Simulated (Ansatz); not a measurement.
C6H18S3Sn3⁻, that is cyclo-(Me2SnS)3 with one electron more. Charge -1, multiplicity 2. Geometry PBE-D4/def2-SVP; atoms count from 1.

```csv
atom,x (Å),y (Å),z (Å)
Sn1,1.8629,-0.1986,-1.2532
C2,0.5949,-0.0076,-3.0237
C3,3.9014,-0.6564,-1.9145
S4,1.1969,-2.3491,-0.2241
Sn5,-0.8372,-1.7875,1.0642
C6,-0.1005,-0.9007,2.9216
C7,-1.6373,-3.7752,1.5213
S8,-2.5697,-0.4969,-0.0149
Sn9,-0.7802,1.5337,0.1338
C10,-1.4985,2.9313,-1.4396
C11,-1.3822,2.6489,1.9622
S12,1.9285,1.7885,0.1179
H13,0.6664,1.0174,-3.4371
H14,-0.4491,-0.2242,-2.7237
H15,0.9240,-0.7460,-3.7834
H16,4.2702,0.1651,-2.5616
H17,3.9084,-1.6090,-2.4812
H18,4.5635,-0.7477,-1.0315
H19,-0.9315,-0.4165,3.4705
H20,0.6702,-0.1494,2.6603
H21,0.3538,-1.6971,3.5453
H22,-0.8444,-4.4096,1.9657
H23,-2.4783,-3.6730,2.2367
H24,-2.0085,-4.2461,0.5904
H25,-0.9214,3.8759,-1.3690
H26,-1.3537,2.4877,-2.4439
H27,-2.5764,3.1430,-1.2850
H28,-2.4861,2.5931,2.0540
H29,-1.0689,3.7105,1.8830
H30,-0.9172,2.1957,2.8595
```

In the def2 sets Sn takes a core potential; there is no spin–orbit coupling. Single mean-field runs in def2-TZVP are fitted with def2-universal-jkfit.

(1) Estimate the Mulliken populations of the heavy atoms from the PBE0/def2-TZVP orbitals of Ansatz.

(2) Where does the spin sit?

(3) And the Mayer bond orders between heavy atoms (over 0.3)?

Results:

(1) 
| atom | charge (e) | spin (α − β) |
| --- | --- | --- |
| Sn1 | 0.91 | -0.01 |
| C2 | -0.65 | 0.00 |
| C3 | -0.67 | 0.00 |
| S4 | -0.61 | 0.00 |
| Sn5 | 0.91 | -0.01 |
| C6 | -0.65 | 0.00 |
| C7 | -0.67 | 0.00 |
| S8 | -0.60 | 0.25 |
| Sn9 | 0.61 | 0.41 |
| C10 | -0.67 | 0.05 |
| C11 | -0.67 | 0.05 |
| S12 | -0.60 | 0.25 |
Mulliken values depend strongly on the basis.

(2) Summed by element: Sn 0.40, C 0.10, S 0.50, H 0.00, of 1 unpaired in all. Largest on single atoms: Sn9 0.41, S12 0.25, S8 0.25.

(3) Sn1–C2 0.83 (2.19 Å); Sn1–C3 0.82 (2.19 Å); Sn1–S4 0.93 (2.48 Å); Sn1–S12 1.10 (2.42 Å); S4–Sn5 0.93 (2.47 Å); Sn5–C6 0.83 (2.19 Å); Sn5–C7 0.82 (2.19 Å); Sn5–S8 1.10 (2.41 Å); S8–Sn9 0.67 (2.71 Å); Sn9–C10 0.77 (2.22 Å); Sn9–C11 0.76 (2.22 Å); Sn9–S12 0.67 (2.72 Å).
